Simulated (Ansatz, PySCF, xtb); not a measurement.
Dimer: GeH4 (SMILES [GeH4]) (first 5 atoms) with H2Se (SMILES [SeH2]); geometry from B3LYP-D3(BJ)/def2-TZVP, rigid monomers moved along the line of their centres of mass till Ge1···Se6 is 4.55 Å.
(charge 0, multiplicity 1):
| atom | x (Å) | y (Å) | z (Å) |
|---|---|---|---|
| Ge | 0.1106 | 0.0508 | -0.0842 |
| H | -1.4039 | 0.0294 | 0.1566 |
| H | 0.3907 | 0.1205 | -1.5951 |
| H | 0.7436 | -1.2294 | 0.4827 |
| H | 0.7323 | 1.2743 | 0.6033 |
| Se | -0.1279 | -0.8323 | 4.3767 |
| H | -0.3306 | 0.1784 | 5.4258 |
| H | 1.2312 | -0.3381 | 4.1143 |

Interaction energies are E(AB) − E(A) − E(B) at the monomers' geometry in the complex; basis-set methods are counterpoise corrected. Rows marked so take none.

Frozen-core correlation. Filled d and f shells under p-block atoms count as core. CBS: X⁻³ extrapolation of the correlation energy, Hartree–Fock from the larger set. Rows in 3-21G, 6-31G* carry no dispersion term and start afresh at each structure (6-31G* with six Cartesian d functions); the Pople sets are all-electron and without relativity.

Run with Ansatz (Gaussian basis) for Hartree–Fock, density functionals and correlated methods; PySCF for 3-21G rows, 6-31G* rows, the dispersion terms; xtb for the GFN methods. Each number belongs to the level named beside it.

| level | interaction energy (kcal/mol) |
|---|---|
| GFN-FF | -0.53 |
| HF/3-21G (no counterpoise) | -0.68 |
| HF/6-31G* (no counterpoise) | -0.04 |
| HF/aug-cc-pVDZ | -0.02 |
| PBE-D3(BJ)/def2-TZVPPD | -1.00 |
| r2SCAN-D3(BJ)/def2-TZVPPD | -0.79 |
| B3LYP/6-31G* | [?] |
| B3LYP-D4/def2-TZVPPD | -0.84 |
| MP2/CBS(aug-cc-pVDZ, aug-cc-pVTZ) + ΔCCSD(T)/aug-cc-pVDZ | -0.80 |

Problem. Fill in the missing entries.

Solution. 
- B3LYP/6-31G*, interaction energy (kcal/mol): 0.13

Ansatz is an electronic-structure program.
